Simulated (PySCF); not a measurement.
PySCF input for Se(Cl)(OH) (ClHOSe), SMILES O[Se]Cl, TDDFT-B3LYP/def2-SVPD. Coordinates come from a TPSSh-D3(BJ)/def2-TZVP optimisation. Other conformers were not sampled.

```python
import numpy as np
from pyscf import gto, scf, dft, tdscf

mol = gto.M(
    atom='''
    Se    0.02184488   -0.29834594    0.54895861
    Cl    0.22639521    1.43193734   -0.76215029
    O    -0.40371720   -1.58277458   -0.61837341
    H    -1.36170681   -1.53697619   -0.76105052
    ''',
    basis='def2-SVPD',
    charge=0,
    spin=0,
    max_memory=1600,
    verbose=4,
)
mf = dft.RKS(mol, xc='b3lyp').density_fit(auxbasis='def2-universal-jkfit')
mf.grids.level = 3
mf.conv_tol = 1e-9
mf.max_cycle = 100
mf.kernel()
mf.grids = dft.Grids(mol).set(level=1).build(with_non0tab=True)  # coarser grid for the response kernel
td = tdscf.TDDFT(mf)
td.singlet = True
td.nstates = 10
td.conv_tol = 1e-4
td.kernel(x0=td.get_init_guess(mf, 15))
td.analyze()
tt = tdscf.TDA(mf)
tt.singlet = False
tt.nstates = 4
tt.conv_tol = 1e-4
tt.kernel(x0=tt.get_init_guess(mf, 9))
tt.analyze(verbose=3)
```

It prints:

```
PySCF version 2.14.0

[INPUT] verbose = 4
[INPUT] num. atoms = 4
[INPUT] num. electrons = 60
[INPUT] charge = 0
[INPUT] spin (= nelec alpha-beta = 2S) = 0
[INPUT] symmetry False subgroup None
[INPUT] Mole.unit = angstrom
[INPUT] Symbol           X                Y                Z      unit          X                Y                Z       unit  Magmom
[INPUT]  1 Se     0.021844880000  -0.298345940000   0.548958610000 AA    0.041280840424  -0.563792116976   1.037381426622 Bohr   0.0
[INPUT]  2 Cl     0.226395210000   1.431937340000  -0.762150290000 AA    0.427824942813   2.705969400138  -1.440255313858 Bohr   0.0
[INPUT]  3 O     -0.403717200000  -1.582774580000  -0.618373410000 AA   -0.762914939776  -2.991010473123  -1.168556387613 Bohr   0.0
[INPUT]  4 H     -1.361706810000  -1.536976190000  -0.761050520000 AA   -2.573252932855  -2.904464059077  -1.438177049758 Bohr   0.0

nuclear repulsion = 259.111556088834
number of shells = 39
number of NR pGTOs = 171
number of NR cGTOs = 99
basis = def2-SVPD
ecp = {}


******** <class 'pyscf.df.df_jk.DFRKS'> ********
method = DFRKS
initial guess = minao
damping factor = 0
level_shift factor = 0
DIIS = <class 'pyscf.scf.diis.CDIIS'>
diis_start_cycle = 1
diis_space = 8
diis_damp = 0
SCF conv_tol = 1e-09
SCF conv_tol_grad = None
SCF max_cycles = 100
direct_scf = False
XC library pyscf.dft.libxc version 7.1.2
    S. Lehtola, C. Steigemann, M. J. T. Oliveira, and M. A. L. Marques,  SoftwareX 7, 1–5 (2018)
XC functionals = b3lyp
    P. J. Stephens, F. J. Devlin, C. F. Chabalowski, and M. J. Frisch,  J. Phys. Chem. 98, 11623 (1994)
radial grids:
    Treutler-Ahlrichs [JCP 102, 346 (1995); DOI:10.1063/1.469408] (M4) radial grids

becke partition: Becke, JCP 88, 2547 (1988); DOI:10.1063/1.454033
pruning grids: <function nwchem_prune>
grids dens level: 3
symmetrized grids: False
atomic radii adjust function: <function treutler_atomic_radii_adjust>
small_rho_cutoff = 0
Set gradient conv threshold to 3.16228e-05
Initial guess from minao.
tot grids = 63200
******** <class 'pyscf.df.df.DF'> ********
auxbasis = def2-universal-jkfit
init E= -2936.44793903989
  HOMO = -0.239721291462407  LUMO = -0.123397955059736  gap/eV = 3.16532
cycle= 1 E= -2937.04469101897  delta_E= -0.597  |g|= 0.667  |ddm|=  2.3
  HOMO = -0.232611071340241  LUMO = -0.0994342054030395  gap/eV = 3.62393
cycle= 2 E= -2936.65798672756  delta_E= 0.387  |g|= 1.51  |ddm|= 1.65
  HOMO = -0.244571160469105  LUMO = -0.0902694075310273  gap/eV = 4.19876
cycle= 3 E= -2937.12202949425  delta_E= -0.464  |g|= 0.175  |ddm|= 1.26
  HOMO = -0.243864208782705  LUMO = -0.0942437307625519  gap/eV = 4.07138
cycle= 4 E= -2937.12877790146  delta_E= -0.00675  |g|= 0.08  |ddm|= 0.281
  HOMO = -0.249265080434701  LUMO = -0.0955484164989517  gap/eV = 4.18284
cycle= 5 E= -2937.13051955211  delta_E= -0.00174  |g|= 0.0166  |ddm|= 0.11
  HOMO = -0.247570549034528  LUMO = -0.0940901851902676  gap/eV = 4.17641
cycle= 6 E= -2937.13060762768  delta_E= -8.81e-05  |g|= 0.00277  |ddm|= 0.0222
  HOMO = -0.247592279931486  LUMO = -0.0940675934258599  gap/eV = 4.17762
cycle= 7 E= -2937.13060977919  delta_E= -2.15e-06  |g|= 0.0006  |ddm|= 0.00328
  HOMO = -0.247617062422301  LUMO = -0.0940744349250422  gap/eV = 4.17811
cycle= 8 E= -2937.13060990052  delta_E= -1.21e-07  |g|= 0.000101  |ddm|= 0.000894
  HOMO = -0.247618801874057  LUMO = -0.0940782438427648  gap/eV = 4.17805
cycle= 9 E= -2937.13060990395  delta_E= -3.43e-09  |g|= 3.27e-05  |ddm|= 0.00014
  HOMO = -0.247615592345399  LUMO = -0.0940755112662646  gap/eV = 4.17804
cycle= 10 E= -2937.13060990423  delta_E= -2.81e-10  |g|= 8.93e-06  |ddm|= 4.69e-05
  HOMO = -0.247617230605389  LUMO = -0.0940774496930237  gap/eV = 4.17803
Extra cycle  E= -2937.13060990421  delta_E= 1.64e-11  |g|= 1.19e-05  |ddm|= 2.33e-05
converged SCF energy = -2937.13060990421
tot grids = 21304


******** <class 'pyscf.tdscf.rks.TDDFT'> for <class 'pyscf.df.df_jk.DFRKS'> ********
nstates = 10 singlet
deg_eia_thresh = 1.000e-03
wfnsym = None
conv_tol = 0.0001
eigh lindep = 1e-12
eigh level_shift = 0
eigh max_cycle = 100


Excitation energies (eV)
[2.95032238 3.75074484 5.45320518 5.72851955 5.87681158 6.14455233
 6.42092078 6.79456821 6.80720457 6.85882358]

** Singlet excitation energies and oscillator strengths **
Excited State   1:      2.95032 eV    420.24 nm  f=0.0011
      30 -> 31        0.70541
Excited State   2:      3.75074 eV    330.56 nm  f=0.0005
      30 -> 32       -0.70317
Excited State   3:      5.45321 eV    227.36 nm  f=0.0043
      29 -> 31       -0.70244
Excited State   4:      5.72852 eV    216.43 nm  f=0.0208
      30 -> 33        0.70436
Excited State   5:      5.87681 eV    210.97 nm  f=0.0034
      27 -> 31        0.52212
      28 -> 31        0.46343
Excited State   6:      6.14455 eV    201.78 nm  f=0.0098
      27 -> 31        0.38195
      28 -> 31       -0.33113
      29 -> 32        0.48378
Excited State   7:      6.42092 eV    193.09 nm  f=0.0283
      27 -> 31       -0.13239
      27 -> 32        0.15390
      28 -> 31        0.14773
      28 -> 32       -0.63092
      29 -> 32        0.13980
Excited State   8:      6.79457 eV    182.48 nm  f=0.0055
      27 -> 32        0.64949
      28 -> 32        0.18617
      30 -> 34        0.10845
      30 -> 35        0.15196
Excited State   9:      6.80720 eV    182.14 nm  f=0.0326
      27 -> 32       -0.17027
      30 -> 35        0.67656
Excited State  10:      6.85882 eV    180.77 nm  f=0.0116
      30 -> 34       -0.69411

** Transition electric dipole moments (AU) **
state          X           Y           Z        Dip. S.      Osc.
  1        -0.1176      0.0128      0.0258      0.0147      0.0011
  2         0.0607      0.0292      0.0298      0.0054      0.0005
  3        -0.0485     -0.0457     -0.1665      0.0322      0.0043
  4         0.3309     -0.0805     -0.1789      0.1480      0.0208
  5         0.0396     -0.1316      0.0680      0.0235      0.0034
  6         0.0325      0.2108     -0.1410      0.0654      0.0098
  7        -0.0168     -0.2334      0.3535      0.1797      0.0283
  8         0.0954     -0.1523      0.0248      0.0329      0.0055
  9         0.3649     -0.2029      0.1449      0.1953      0.0326
 10        -0.1562     -0.0326      0.2089      0.0691      0.0116

** Transition velocity dipole moments (imaginary part, AU) **
state          X           Y           Z        Dip. S.      Osc.
  1        -0.0144      0.0023      0.0026      0.0002      0.0013
  2         0.0047      0.0061      0.0058      0.0001      0.0004
  3        -0.0096     -0.0090     -0.0330      0.0013      0.0042
  4         0.0689     -0.0172     -0.0374      0.0064      0.0204
  5         0.0082     -0.0284      0.0158      0.0011      0.0035
  6         0.0069      0.0496     -0.0360      0.0038      0.0112
  7        -0.0034     -0.0527      0.0855      0.0101      0.0285
  8         0.0249     -0.0389      0.0059      0.0022      0.0058
  9         0.0905     -0.0487      0.0367      0.0119      0.0317
 10        -0.0383     -0.0068      0.0519      0.0042      0.0111

** Transition magnetic dipole moments (imaginary part, AU) **
state          X           Y           Z
  1        -0.1972     -0.2941     -0.4983
  2        -0.0662     -0.7592      0.6664
  3        -0.2683      0.0748      0.0472
  4        -0.1627     -0.6033     -0.2258
  5        -0.3334     -0.2750     -0.3340
  6         0.2061     -0.1791     -0.1730
  7         0.3214     -0.0779     -0.0382
  8         0.0437      0.0838     -0.2154
  9        -0.2344     -0.2064     -0.1067
 10        -0.0764     -0.2265     -0.3933


******** <class 'pyscf.tdscf.rks.TDA'> for <class 'pyscf.df.df_jk.DFRKS'> ********
nstates = 4 triplet
deg_eia_thresh = 1.000e-03
wfnsym = None
conv_tol = 0.0001
eigh lindep = 1e-12
eigh level_shift = 0
eigh max_cycle = 100


Excitation energies (eV)
[2.24144198 3.00609874 4.82623338 5.14180827]

** Triplet excitation energies and oscillator strengths **
Excited State   1:      2.24144 eV    553.14 nm  f=0.0000
Excited State   2:      3.00610 eV    412.44 nm  f=0.0000
Excited State   3:      4.82623 eV    256.90 nm  f=0.0000
Excited State   4:      5.14181 eV    241.13 nm  f=0.0000
```

The calculation finished and met its thresholds.
